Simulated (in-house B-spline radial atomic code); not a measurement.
Results of a calculation; reference values are marked as such.
**Ghost states of the separable form: Hf**

Hf, [Xe] 4f14 5d2 6s2, non-relativistic LDA (VWN5) (a model for so heavy an element), spherical and spin-unpolarised, from a B-spline radial code for spherical atoms (atomic units; all potentials screened as in the neutral atom).

Troullier-Martins channels: 6s (ε = -0.1665, r_c = 2.703 bohr), 5p (ε = -1.2464, r_c = 1.017 bohr), 5d (ε = -0.1438, r_c = 1.373 bohr), 4f (ε = -0.8716, r_c = 1.242 bohr). In the Kleinman-Bylander form one channel serves as the local potential, and each other channel l becomes |δV u><u δV|/<u|δV|u>, with δV = V_l − V_local and u the pseudo-orbital. Its strength is E_KB = <u|δV²|u>/<u|δV|u>. By the analysis of Gonze, Stumpf and Scheffler a spurious state lies below the reference level ε if E_KB > 0 and ε is above the second level of the local potential alone, or if E_KB < 0 and ε is above its first. The table's levels are those of angular momentum l in a sphere of 9 bohr, whose wall can lift a shallow ε a little above its free-atom value.

```tsv
local	channel	<u δV u>	<u δV² u>	ε	first local level	second local level
d	s	0.16264	0.37773	-0.1648	-3.3688	-0.5829
d	f	-16.828	477.31	-0.8716	0.1835	0.4542
d	p	0.00048434	3.207	-1.2464	-1.4319	-0.0759
s	d	-1.3531	4.2016	-0.1436	0.0581	0.3147
s	f	-22.507	733.45	-0.8716	0.1882	0.4918
s	p	-3.1006	14.587	-1.2464	-0.0712	0.1860
f	d	0.23951	3.7134	-0.1436	-12.9791	-0.1240
f	s	0.19648	1.6746	-0.1648	-39.2704	-12.7332
f	p	1.5409	43.044	-1.2464	-26.2295	-3.2226
p	d	-0.0010085	0.68658	-0.1436	-0.1683	0.1118
p	s	0.16145	0.42342	-0.1648	-5.1668	-1.4521
p	f	-18.869	525.89	-0.8716	0.1834	0.4523
```

Problem. Apply the rule to each row.

Solution. Local d, channel s: E_KB = +2.32, so ε = -0.1648 is set against -0.5829: a ghost. Local d, channel f: E_KB = -28.4, so ε = -0.8716 is set against 0.1835: no ghost. Local d, channel p: E_KB = +6.62e+03, so ε = -1.2464 is set against -0.0759: no ghost. Local s, channel d: E_KB = -3.11, so ε = -0.1436 is set against 0.0581: no ghost. Local s, channel f: E_KB = -32.6, so ε = -0.8716 is set against 0.1882: no ghost. Local s, channel p: E_KB = -4.7, so ε = -1.2464 is set against -0.0712: no ghost. Local f, channel d: E_KB = +15.5, so ε = -0.1436 is set against -0.1240: no ghost. Local f, channel s: E_KB = +8.52, so ε = -0.1648 is set against -12.7332: a ghost. Local f, channel p: E_KB = +27.9, so ε = -1.2464 is set against -3.2226: a ghost. Local p, channel d: E_KB = -681, so ε = -0.1436 is set against -0.1683: a ghost. Local p, channel s: E_KB = +2.62, so ε = -0.1648 is set against -1.4521: a ghost. Local p, channel f: E_KB = -27.9, so ε = -0.8716 is set against 0.1834: no ghost.

Diagonalising the separable Hamiltonian gives:

```json
{"local": "d", "channel": "s", "three lowest levels": "-2.2066, -0.1648, 0.1164", "all-electron, two lowest valence levels": "-0.1648, 0.1180"}
{"local": "d", "channel": "f", "three lowest levels": "-0.8716, 0.1847, 0.4644", "all-electron, two lowest valence levels": "-0.8716, 0.1845"}
{"local": "d", "channel": "p", "three lowest levels": "-1.2464, -0.0464, 0.2138", "all-electron, two lowest valence levels": "-1.2464, -0.0472"}
{"local": "s", "channel": "d", "three lowest levels": "-0.1436, 0.1186, 0.4416", "all-electron, two lowest valence levels": "-0.1436, 0.1165"}
{"local": "s", "channel": "f", "three lowest levels": "-0.8716, 0.1885, 0.4939", "all-electron, two lowest valence levels": "-0.8716, 0.1845"}
{"local": "s", "channel": "p", "three lowest levels": "-1.2464, -0.0255, 0.2529", "all-electron, two lowest valence levels": "-1.2464, -0.0472"}
{"local": "f", "channel": "d", "three lowest levels": "-0.1436, 0.1163, 0.4260", "all-electron, two lowest valence levels": "-0.1436, 0.1165"}
{"local": "f", "channel": "s", "three lowest levels": "-34.5651, -10.6619, -0.1648", "all-electron, two lowest valence levels": "-0.1648, 0.1180"}
{"local": "f", "channel": "p", "three lowest levels": "-9.1397, -1.2464, -0.0473", "all-electron, two lowest valence levels": "-1.2464, -0.0472"}
{"local": "p", "channel": "d", "three lowest levels": "-638.4410, -0.1436, 0.1166", "all-electron, two lowest valence levels": "-0.1436, 0.1165"}
{"local": "p", "channel": "s", "three lowest levels": "-4.6616, -0.1648, 0.1112", "all-electron, two lowest valence levels": "-0.1648, 0.1180"}
{"local": "p", "channel": "f", "three lowest levels": "-0.8716, 0.1846, 0.4634", "all-electron, two lowest valence levels": "-0.8716, 0.1845"}
```

Problem. Which choices of local channel are safe?

Solution. Free of ghosts: s. With d local the s channel has a ghost 2.04 hartree below ε, since the local potential binds more than one state below ε, and a repulsive term of rank one raises each level at most to the next, so it clears only one of them. With f local the s channel has two ghosts, the lowest 34.40 hartree below ε, since the local potential binds more than one state below ε, and a repulsive term of rank one raises each level at most to the next, so it clears only one of them. With f local the p channel has a ghost 7.89 hartree below ε, since the local potential binds more than one state below ε, and a repulsive term of rank one raises each level at most to the next, so it clears only one of them. With p local the d channel has a ghost 638.30 hartree below ε, since the attractive projector pulls a state below the first local level. With p local the s channel has a ghost 4.50 hartree below ε, since the local potential binds more than one state below ε, and a repulsive term of rank one raises each level at most to the next, so it clears only one of them. Among the safe choices the second level, which tests transfer, is off by at most 21.6 millihartree (s local). A small <u δV u> makes E_KB large and sensitive.
